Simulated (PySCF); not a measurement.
Gas-phase reaction: 2 WO2(OH)2 → 2 WO3 + 2 H2 + O2

Computed with PySCF and rigid-rotor harmonic-oscillator thermochemistry at 1 bar. † marks an energy on the PBE0/def2-TZVP geometry and frequencies; other levels use their own. Open shells (unrestricted): O2 (multiplicity 3); the rest are closed-shell singlets. W: scalar-relativistic def2 core potential, no spin-orbit coupling. No R ln 2 is added for the mirror-image form of WO2(OH)2. The harmonic model lacks anharmonicity and excited electronic states, which grow with temperature; levels with a mode under 35 cm⁻¹ are left out.

ΔH° and ΔS° at 298 K: BLYP/def2-TZVP† 1017 kJ, 368 J/K; M06-2X/def2-TZVP† 1194 kJ, 368 J/K; PBE0/def2-TZVP 1136 kJ, 368 J/K; r2SCAN/def2-TZVP† 1115 kJ, 368 J/K; ωB97M-V/def2-TZVP† 1182 kJ, 368 J/K.

Question: With the heat capacities included, give log10 K (1 bar) at 600, 800, 1000, 1800, 2500 K from BLYP/def2-TZVP†, M06-2X/def2-TZVP†, PBE0/def2-TZVP, r2SCAN/def2-TZVP†, ωB97M-V/def2-TZVP†.

Answer: 
| T (K) | BLYP/def2-TZVP† | M06-2X/def2-TZVP† | PBE0/def2-TZVP | r2SCAN/def2-TZVP† | ωB97M-V/def2-TZVP† |
|---|---|---|---|---|---|
| 600 | -69.4 | -84.8 | -79.8 | -77.9 | -83.8 |
| 800 | -47.4 | -58.9 | -55.2 | -53.8 | -58.2 |
| 1000 | -34.3 | -43.5 | -40.5 | -39.3 | -42.9 |
| 1800 | -11.1 | -16.2 | -14.5 | -13.9 | -15.9 |
| 2500 | -3.2 | -6.9 | -5.7 | -5.2 | -6.6 |
